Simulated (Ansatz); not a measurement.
Reaction (formal hydrolysis of a B–N bond): `BNBN[SiH3]` + H₂O → `OBN[SiH3]` + `BN`

Computed with Ansatz on PBE0-D4/def2-TZVP structures; ΔE is electronic, products minus reactants. CBS: MP2 limit from def2 TZ/QZ plus the TZ coupled-cluster correction, frozen cores. This one scheme is used for every species. DFT in def2-TZVPP. B3LYP here is the variant with VWN-RPA as its local correlation; programs differ in this. Each species was taken in one conformer, which may not be the lowest.

`BNBN[SiH3]`:

Z-matrix (Å, degrees):
```
Si
N 1 1.744
H 1 1.484 2 113.4
H 1 1.483 2 111.0 3 123.6
H 1 1.488 2 105.3 3 -118.1
B 2 1.409 1 134.3 3 -84.6
H 2 1.010 1 112.6 3 103.8
N 6 1.445 2 124.0 1 10.9
H 6 1.200 2 118.4 1 -168.4
B 8 1.402 6 129.9 2 17.0
H 8 1.010 6 113.9 2 -168.9
H 10 1.196 8 119.8 6 -1.1
H 10 1.197 8 119.8 6 177.4
```

H₂O:

Cartesian coordinates in Å:
```
O 0.133 -0.137 -0.339
H -0.709 -0.330 0.079
H 0.576 0.467 0.261
```

`OBN[SiH3]`:

```xyz
10

O     1.555   -0.542    0.736
B     0.552   -1.205    0.082
N    -0.542   -0.438   -0.367
Si   -0.730    1.281   -0.165
H     2.269   -1.114    1.018
H     0.602   -2.392   -0.100
H    -1.277   -0.930   -0.848
H     0.357    2.035   -0.839
H    -0.754    1.664    1.270
H    -2.032    1.641   -0.787
```

`BN`:

```xyz
6

B     0.370    0.260   -0.511
N    -0.381   -0.267    0.526
H    -0.192    0.791   -1.424
H     1.563    0.171   -0.467
H     0.025   -0.727    1.323
H    -1.386   -0.228    0.554
```

```csv
level,ΔE (kJ/mol),difference from CCSD(T)/CBS
PBE-D4,-53.4,-4.1
r2SCAN-D4,-58.2,-8.9
PBE0-D4,-52.5,-3.2
B3LYP-D4,-55.5,-6.2
ωB97X-V,-57.1,-7.8
ωB97M-V,-56.0,-6.7
B2PLYP,-60.6,-11.3
PBE,-59.3,-10.0
r2SCAN,-60.0,-10.7
PBE0,-57.7,-8.4
B3LYP,-64.8,-15.5
HF/def2-TZVPP,-66.8,-17.5
MP2/def2-TZVPP,-52.2,-2.9
SCS-MP2/def2-TZVPP,-55.4,-6.1
CCSD/def2-TZVPP,-54.9,-5.6
CCSD(T)/def2-TZVPP,-53.1,-3.8
HF/def2-QZVPP,-66.2,-16.9
MP2/def2-QZVPP,-49.8,-0.5
SCS-MP2/def2-QZVPP,-53.2,-3.9
HF/CBS(def2),-66.1,-16.8
MP2/CBS(def2),-48.4,0.9
CCSD/CBS(def2),-51.1,-1.8
CCSD(T)/CBS,-49.3,0
```

Largest T1 diagnostic among the species: 0.013.

In def2-TZVPP, CCSD(T) changes the Hartree–Fock value by +13.6 kJ/mol (the triples alone add +1.8 kJ/mol) and MP2 by +14.6 kJ/mol. The D4 term adds +9.3 kJ/mol with B3LYP and +5.3 kJ/mol with PBE0; it sums over pairs of atoms, weighted by their polarisabilities, and B3LYP, whose exchange is more repulsive, gets the larger term.
